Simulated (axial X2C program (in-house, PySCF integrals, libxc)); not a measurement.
# What spin–orbit coupling does to LiBi⁺

Computed with an in-house all-electron X2C program for linear molecules (integrals from PySCF). Spin-free means the one-electron spin-free X2C Hamiltonian; two-component (2c) means X2C with spin–orbit coupling and atomic mean-field two-electron Coulomb and Gaunt terms, so the difference of the two also holds small scalar two-electron terms. Basis: Bi dyall-cv3z [12s14p10d6f1g], Li dyall-cv3z [7s8p2d] (cores contracted in-house); Gaussian nuclei, density fitting, unrestricted open shells. Masses: Bi 208.980 u, Li 7.016 u.

Spin-free state: M_S = 3/2, Λ = 0 (beyond evenly filled blocks: σα, π+α, π-α); fragments Bi + Li+.

```json
{"level": "PBE0", "Re (Å)": "2.996", "ωe (cm⁻¹)": "215.0", "De (eV)": "0.585", "μ (D)": "10.05"}
{"level": "HF", "Re (Å)": "3.055", "ωe (cm⁻¹)": "208.3", "De (eV)": "0.496", "μ (D)": "10.64"}
{"level": "MP2", "Re (Å)": "3.038", "ωe (cm⁻¹)": "209.7", "De (eV)": "0.491", "μ (D)": "n/a"}
{"level": "CCSD", "Re (Å)": "3.038", "ωe (cm⁻¹)": "210.5", "De (eV)": "0.497", "μ (D)": "n/a"}
{"level": "CCSD(T)", "Re (Å)": "3.037", "ωe (cm⁻¹)": "210.9", "De (eV)": "0.499", "μ (D)": "n/a"}
{"level": "PBEsol", "Re (Å)": "3.003", "ωe (cm⁻¹)": "211.3", "De (eV)": "0.609", "μ (D)": "9.96"}
```

Correlated methods: 15 electrons correlated (number of frozen shells: Bi 5 s, 4 p, 2 d, 1 f; Li 1 s), 223 virtual spin orbitals or spinors in MP2, 90 natural virtuals in coupled cluster.

Dipoles are positive if Li is the positive end and refer to the centre of mass.

Two-component determinant lowest at the distance of the search:

Ω = 1/2 (⟨Sz⟩ = 0.10, ⟨Lz⟩ = 0.40 at HF); fragments Bi + Li+.

```
  level  Re (Å)  ωe (cm⁻¹)  De (eV)  μ (D)
   PBE0   2.983      235.6    0.713   9.53
     HF   3.015      233.4    0.414  10.03
    MP2   3.006      233.9    0.515    n/a
   CCSD   3.003      235.3    0.656    n/a
CCSD(T)   3.006      234.0    0.677    n/a
 PBEsol   3.001      226.8    0.724   9.49
```

From the two tables, how do the constants change at the CCSD(T) level (2c against spin-free)?

At the CCSD(T) level Re goes down by 0.031 Å and ωe increases by 23.1 cm⁻¹; De changes by 0.178 eV. The two determinants differ in configuration, so these shifts compare two states and are not the spin–orbit effect on one state.

Occupations by symmetry block were frozen at the best pattern of an incomplete PBE0 search. Dissociation energies refer to the lowest single-determinant-based atoms at the same level and basis. Density functionals use the spin component along the axis (collinear). CCSD and (T) use frozen natural virtuals with an MP2 correction for the truncation; (T) itself is uncorrected, so its De runs slightly low. PBE0 can misorder states that lie within some tenths of an eV, so this need not be the ground state of the molecule. The nearest other spin-free determinant of the search, M_S = 1/2, Λ = 1, lies 0.65 eV up at the distance of the search. The functionals have no current-density term, which raises determinants with orbital currents, atoms included.
